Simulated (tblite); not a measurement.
C4H9ClO2SSi.
Numbering: `[CH2:1]=[CH:2][C@@H:3]([SiH3:4])[CH2:5][S:6](=[O:7])(=[O:8])[Cl:9]` (hydrogens: H10, H11 on C1; H12 on C2; H13 on C3; H14, H15, H16 on Si4; H17, H18 on C5)

Structure used (GFN2-xTB), in Å, numbered top down from 1:
```xyz
18
C4H9ClO2SSi angstrom
C     -2.4779   -1.3754    0.3581
C     -1.5378   -0.5141    0.7019
C     -0.2892   -0.2626   -0.0814
Si    -0.4095    1.4100   -1.0413
C      0.9181   -0.2757    0.8288
S      2.2988    0.1978   -0.2138
O      2.3714   -0.6194   -1.3787
O      2.3400    1.6175   -0.3681
Cl     3.9025   -0.2918    0.9432
H     -2.3889   -1.9871   -0.5241
H     -3.3757   -1.5012    0.9377
H     -1.6512    0.0908    1.5918
H     -0.1638   -1.0588   -0.8198
H     -1.8076    1.4351   -1.4916
H     -0.2075    2.5051   -0.0959
H      0.4492    1.4218   -2.2143
H      0.8738    0.4716    1.6162
H      1.1467   -1.2572    1.2398
```

Calculated harmonic vibrations of the isolated species, GFN2-xTB (tblite), most abundant isotopes, no scaling. This tight-binding method is rough: wavenumbers can miss measured ones by several per cent, in bad cases by 10 to 20. Modes of hydrogen on silicon can be 10 to 20 % off. One conformer, not necessarily the lowest.

Harmonic wavenumbers (cm⁻¹): 42.6, 55.2, 76.4, 102.8, 163.9, 221.7, 236.5, 247.2, 274.4, 283.9, 315.4, 330.6, 443.9, 472.4, 527.7, 528.9, 565.2, 606.0, 702.7, 731.6, 751.2, 802.1, 828.4, 858.0, 887.8, 942.0, 1014.8, 1029.4, 1094.3, 1097.5, 1132.1, 1170.8, 1209.9, 1275.1, 1283.8, 1304.3, 1410.4, 1419.2, 1703.4, 2240.7, 2300.0, 2363.6, 2961.4, 2987.2, 3014.7, 3056.6, 3106.5, 3133.9.

A = 1848, B = 617.6, C = 528.8 MHz; mass 183.978 u (most abundant isotopes); point group C1, symmetry number 1.

**Question.** What is the zero-point energy?

**Answer.** Half the sum of the wavenumbers: 26654 cm⁻¹ = 76.21 kcal/mol.

**Question.** Entropy at 200 K, 1 bar (ideal gas, RRHO, classical rotation)?

**Answer.** Translation 39.58, rotation 29.46, vibration 24.32: S = 93.4 cal/(mol K).

**Question.** And Cp and H(200 K) − H(0)?

**Answer.** Cp = 33.87 cal/(mol K), of which vibrations give 25.92 (their classical limit is 48 R = 95.4); H(200 K) − H(0) = 4.22 kcal/mol without the zero-point energy, 2.63 from vibrations.

**Question.** What must be added to the electronic energy to get the Gibbs energy at 200 K and 1 bar?

**Answer.** ZPE + [H(200 K) − H(0)] − T·S = 76.21 + 4.22 − 18.67 = 61.76 kcal/mol.

**Question.** How do the functions run with temperature in this model?

**Answer.** 
```csv
T (K),S (cal/(mol K)),Cp (cal/(mol K)),H − H(0) (kcal/mol),G − H(0) (kcal/mol),ln q(vib)
50,62.4,14.5,0.54,-2.58,0.76
100,74.6,21.5,1.44,-6.02,2.31
298.15,108.9,44.7,8.09,-24.39,8.83
373.15,119.8,51.9,11.72,-32.98,11.23
500,136.4,61.7,18.95,-49.24,15.15
750,164.0,74.5,36.11,-86.92,22.29
1000,186.7,82.6,55.82,-130.85,28.67
```

q(vib) and H(0) count from the zero-point level.

**Question.** Which modes carry the vibrational entropy at 200 K?

**Answer.** 42.6 cm⁻¹: 4.35; 55.2 cm⁻¹: 3.84; 76.4 cm⁻¹: 3.20; 102.8 cm⁻¹: 2.63; 163.9 cm⁻¹: 1.77; 221.7 cm⁻¹: 1.26 cal/(mol K); the other 42 give 7.27 together.

Hindered rotation and anharmonicity are outside this model. Other conformers, if any are populated, would add a mixing term that is left out. The structure is chiral; the term R ln 2 for an equal mix with its mirror image is left out.
